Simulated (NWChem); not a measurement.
Ga cation, singlet

Results from NWChem. Low-valent species are run as closed-shell singlets; no triplet was tried in these runs.

For level LDA (Slater exchange, VWN5)/def2-TZVP:

```yaml
highest occupied level (eV): -16.34
orbital gap (eV): 7.06
```

What are these values for level BHandHLYP/def2-TZVP?


- highest occupied level (eV): -17.81
- orbital gap (eV): 10.41
